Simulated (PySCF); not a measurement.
Compound: C₇H₁₄SSi.
Cartesian coordinates in Å at the PBE0-D3(BJ)/def2-SVP level; atoms count from 1:
```xyz
23
C7H14SSi angstrom
Si     3.802    0.315    0.302
S      2.381    0.988   -1.156
C      0.912    0.257   -0.422
C      0.071    1.050    0.258
C     -1.241    0.597    0.835
C     -2.236    0.046   -0.189
C     -1.911   -1.345   -0.723
C     -0.607   -1.484   -1.501
C      0.661   -1.206   -0.690
H      3.742   -1.170    0.458
H      5.148    0.714   -0.205
H      3.554    0.944    1.634
H      0.349    2.101    0.385
H     -1.060   -0.175    1.607
H     -1.701    1.446    1.364
H     -3.232    0.008    0.282
H     -2.320    0.759   -1.028
H     -1.891   -2.053    0.127
H     -2.742   -1.676   -1.368
H     -0.619   -0.824   -2.384
H     -0.548   -2.515   -1.887
H      1.530   -1.621   -1.220
H      0.597   -1.746    0.274
```

Probes without a nucleus sit at each ring's centroid and 1 Å off its mean plane on both sides; NICS is minus the shielding there, NICSzz its component along the normal. Level: GIAO PBE0/pcSseg-1 (PySCF, non-relativistic, gas phase) on the PBE0-D3(BJ)/def2-SVP geometry, one conformer.

Ring bond lengths (Å), with Mayer bond orders in brackets: C3–C4 1.341 (1.80), C4–C5 1.502 (1.05), C5–C6 1.531 (1.03), C6–C7 1.525 (1.04), C7–C8 1.525 (1.04), C8–C9 1.530 (1.04), C9–C3 1.508 (0.99).

**Question.** What do the NICS probes read (ppm)?

**Answer.** 
| ring | type | NICS(0) | NICS(1), two faces | NICS(1)zz, two faces | rms pucker (Å) | centre to ring atoms, mean (Å) |
| --- | --- | --- | --- | --- | --- | --- |
| C3–C4–C5–C6–C7–C8–C9 | 7-membered carbocycle; formal bonds 1 double, 6 single | -0.7 | -2.1 / -1.2 | 3.8 / 5.1 | 0.27 | 1.64 |

**Question.** What can be read from them?

**Answer.** 
- C3–C4–C5–C6–C7–C8–C9: mean NICS(1)zz 4.5 ppm, deshielded. C5, C6, C7, C8, C9 have four or more neighbours, and the NICS criterion for π rings isn't applied.

**Question.** At the first NICS(1) probe listed for ring C3–C4–C5–C6–C7–C8–C9, 1 Å off the ring, what do the in-plane components average?

**Answer.** The isotropic value is a third of the trace: (3 × -2.1 − (3.8))/2 = -5.1 ppm.

**Question.** Give the inner angles of the rings and the Hirshfeld charges of the ring atoms.

**Answer.** 
- C3–C4–C5–C6–C7–C8–C9: C3 124.0° (-0.011 e), C4 124.3° (-0.047 e), C5 114.8° (-0.066 e), C6 115.1° (-0.065 e), C7 116.4° (-0.066 e), C8 115.0° (-0.064 e), C9 114.1° (-0.075 e); sum 823.6° against 900° for a flat convex ring.

**Question.** How do the values depend on the level or the medium?

**Answer.** 
```json
{"level": "PBE0/pcSseg-1, gas", "NICS(0), C3–C4–C5–C6–C7–C8–C9": "-0.7", "mean NICS(1)zz, C3–C4–C5–C6–C7–C8–C9": "4.5"}
{"level": "PBE0/pcSseg-1, IEF-PCM chloroform", "NICS(0), C3–C4–C5–C6–C7–C8–C9": "-0.6", "mean NICS(1)zz, C3–C4–C5–C6–C7–C8–C9": "4.5"}
```

The geometry is the same throughout; the continuum's cavity takes Bondi-type radii × 1.2.

On Arm Neoverse N1, one thread, no GPU, shared host with 64 logical CPUs at a one-minute load of 61, this took 2.2 min wall (grids of density and orbitals included) and 1.3 GiB of memory at its peak. This is the whole shielding run at PBE0/pcSseg-1, SCF included.
